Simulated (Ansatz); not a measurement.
Ansatz (a quantum-chemistry and plane-wave program) input for C4H6ClF, SMILES Cl/C=C(/CC)F, PBE-D3(BJ)/def2-SVP. 

Ansatz 0.2 input:
```yaml
crystal:
  periodic: [false, false, false]
  atoms:
    - {symbol: C, position_ang: [2.57384651, -0.34947256, 1.01376226]}
    - {symbol: C, position_ang: [1.49972267, -1.11312174, 0.23351820]}
    - {symbol: C, position_ang: [0.33979685, -0.24394771, -0.14005681]}
    - {symbol: F, position_ang: [0.68446236, 0.81264461, -0.88745226]}
    - {symbol: C, position_ang: [-0.93264838, -0.43243656, 0.21277482]}
    - {symbol: Cl, position_ang: [-2.20078872, 0.63266001, -0.26525119]}
    - {symbol: H, position_ang: [2.93854064, 0.50985337, 0.43143126]}
    - {symbol: H, position_ang: [2.17190586, 0.03050933, 1.96609218]}
    - {symbol: H, position_ang: [3.43173261, -1.00164848, 1.23670020]}
    - {symbol: H, position_ang: [1.93237287, -1.52017929, -0.69721140]}
    - {symbol: H, position_ang: [1.12379332, -1.96918566, 0.81415925]}
    - {symbol: H, position_ang: [-1.22940395, -1.28449950, 0.82517814]}
basis:
  gaussian:
    orbitals: def2-SVP
hamiltonian:
  xc: pbe
  dispersion: d3bj
relax: {f_tol: 0.002, max_steps: 200}
```

It prints:

```
WARN ansatz: RAYON_NUM_THREADS=1 ignored (pool sized by the plan → 1); use --threads N
Functional definition: PBE
integrals: 0.06 GiB planned
1323 factors; their error is unknown
mean field: 0.35 GiB planned
mean field evaluation 1: about -19451.9497 eV, gradient 6.4e1 eV
mean field evaluation 2: about -19438.6769 eV, gradient 9.3e1 eV
mean field evaluation 4: about -19462.2609 eV, gradient 7.7e0 eV
mean field evaluation 8: about -19462.3710 eV, gradient 1.6e-1 eV
mean field evaluation 16: about -19462.2955 eV, gradient 6.0e-4 eV
mean field -19462.29548891 eV, -715.2261671999 hartree, gradient 6.2e-5 eV, S^2 0.000000; 0 other end points of the search recorded, 0 dependent functions left out
the calculation of the forces begins
reference -19462.29552069 eV, -715.2261683677 hartree; 28, 28 occupied and 90, 90 virtual orbitals, 1323 factors
relax step   1: F+E_penalty+E_count = -19462.55094904 eV  Δ(F+E_penalty+E_count) = +0.000e0 eV  max|allowed force component| = 7.079e-1 eV/Å  Δτ_max = 0.0000 Å  (29 SCF iters, accepted)
these checks for a lower state are left out or cut short: starts, cluster_reference, orbital_swaps, neighbouring_geometries, increment
integrals: 0.06 GiB planned
1323 factors; their error is unknown
mean field: 0.35 GiB planned
mean field -19462.31121440 eV, -715.2267451009 hartree, gradient 1.1e-5 eV, S^2 0.000000; 0 other end points of the search recorded, 0 dependent functions left out
the calculation of the forces begins
reference -19462.31124627 eV, -715.2267462719 hartree; 28, 28 occupied and 90, 90 virtual orbitals, 1323 factors
relax step   2: F+E_penalty+E_count = -19462.56563474 eV  Δ(F+E_penalty+E_count) = -1.469e-2 eV  max|allowed force component| = 1.786e-1 eV/Å  Δτ_max = 0.0191 Å  (33 SCF iters, accepted)
these checks for a lower state are left out or cut short: starts, cluster_reference, orbital_swaps, neighbouring_geometries, increment
integrals: 0.06 GiB planned
1323 factors; their error is unknown
mean field: 0.35 GiB planned
mean field evaluation 32: about -19462.3129 eV, gradient 1.1e-5 eV
mean field -19462.31291010 eV, -715.2268074166 hartree, gradient 1.1e-5 eV, S^2 0.000000; 0 other end points of the search recorded, 0 dependent functions left out
the calculation of the forces begins
reference -19462.31294198 eV, -715.2268085881 hartree; 28, 28 occupied and 90, 90 virtual orbitals, 1323 factors
relax step   3: F+E_penalty+E_count = -19462.56699244 eV  Δ(F+E_penalty+E_count) = -1.358e-3 eV  max|allowed force component| = 3.777e-2 eV/Å  Δτ_max = 0.0127 Å  (33 SCF iters, accepted)
these checks for a lower state are left out or cut short: starts, cluster_reference, orbital_swaps, neighbouring_geometries, increment
integrals: 0.06 GiB planned
1323 factors; their error is unknown
mean field: 0.35 GiB planned
mean field -19462.31296409 eV, -715.2268094007 hartree, gradient 1.1e-5 eV, S^2 0.000000; 0 other end points of the search recorded, 0 dependent functions left out
the calculation of the forces begins
reference -19462.31299597 eV, -715.2268105723 hartree; 28, 28 occupied and 90, 90 virtual orbitals, 1323 factors
relax step   4: F+E_penalty+E_count = -19462.56702000 eV  Δ(F+E_penalty+E_count) = -2.756e-5 eV  max|allowed force component| = 1.416e-2 eV/Å  Δτ_max = 0.0052 Å  (33 SCF iters, accepted)
these checks for a lower state are left out or cut short: starts, cluster_reference, orbital_swaps, neighbouring_geometries, increment
integrals: 0.06 GiB planned
1323 factors; their error is unknown
mean field: 0.35 GiB planned
mean field -19462.31297566 eV, -715.2268098258 hartree, gradient 1.6e-5 eV, S^2 0.000000; 0 other end points of the search recorded, 0 dependent functions left out
the calculation of the forces begins
reference -19462.31300754 eV, -715.2268109974 hartree; 28, 28 occupied and 90, 90 virtual orbitals, 1323 factors
relax step   5: F+E_penalty+E_count = -19462.56704862 eV  Δ(F+E_penalty+E_count) = -2.862e-5 eV  max|allowed force component| = 3.375e-3 eV/Å  Δτ_max = 0.0019 Å  (24 SCF iters, accepted)
these checks for a lower state are left out or cut short: starts, cluster_reference, orbital_swaps, neighbouring_geometries, increment
integrals: 0.06 GiB planned
1323 factors; their error is unknown
mean field: 0.35 GiB planned
mean field -19462.31296538 eV, -715.2268094481 hartree, gradient 1.0e-5 eV, S^2 0.000000; 0 other end points of the search recorded, 0 dependent functions left out
the calculation of the forces begins
reference -19462.31299725 eV, -715.2268106195 hartree; 28, 28 occupied and 90, 90 virtual orbitals, 1323 factors
relax step   6: F+E_penalty+E_count = -19462.56705178 eV  Δ(F+E_penalty+E_count) = -3.160e-6 eV  max|allowed force component| = 1.680e-3 eV/Å  Δτ_max = 0.0023 Å  (24 SCF iters, accepted)
integrals: 0.06 GiB planned
1323 factors; their error is unknown
mean field: 0.35 GiB planned
mean field evaluation 64: about -19462.3128 eV, gradient 2.9e-1 eV
mean field -19462.31296538 eV, -715.2268094481 hartree, gradient 1.0e-5 eV, S^2 0.000000; 1 other end points of the search recorded, 0 dependent functions left out
the calculation of the forces begins
reference -19462.31299725 eV, -715.2268106195 hartree; 28, 28 occupied and 90, 90 virtual orbitals, 1323 factors
Total energy: -19462.56708366 eV, -715.2361481225 hartree
Atom 0 at     2.581275    -0.352314     1.018767 Å, force     0.000214    -0.000643    -0.000225 eV/Å
Atom 1 at     1.498624    -1.106201     0.233460 Å, force    -0.000277     0.000974     0.001680 eV/Å
Atom 2 at     0.341431    -0.238473    -0.148871 Å, force     0.000884    -0.000123    -0.000461 eV/Å
Atom 3 at     0.684284     0.820435    -0.909388 Å, force     0.000193    -0.000630    -0.001050 eV/Å
Atom 4 at    -0.943685    -0.429449     0.211798 Å, force    -0.001121     0.001163    -0.000735 eV/Å
Atom 5 at    -2.228578     0.624248    -0.269138 Å, force     0.000592    -0.000057     0.000796 eV/Å
Atom 6 at     2.951861     0.516146     0.439644 Å, force     0.000161     0.000606    -0.000267 eV/Å
Atom 7 at     2.183977     0.026514     1.981780 Å, force    -0.000537     0.000217     0.000862 eV/Å
Atom 8 at     3.443859    -1.012587     1.235459 Å, force     0.000651    -0.000310    -0.000130 eV/Å
Atom 9 at     1.940171    -1.522980    -0.699917 Å, force    -0.000197     0.000304    -0.000418 eV/Å
Atom 10 at     1.115765    -1.969653     0.814052 Å, force    -0.000170    -0.000178    -0.000401 eV/Å
Atom 11 at    -1.235651    -1.284509     0.835998 Å, force    -0.000393    -0.001321     0.000350 eV/Å
Dipole moment:     0.282492    -0.349995     0.203627 e Å
```

Self-consistency was reached.

Cost: around 19 core-seconds (rough).
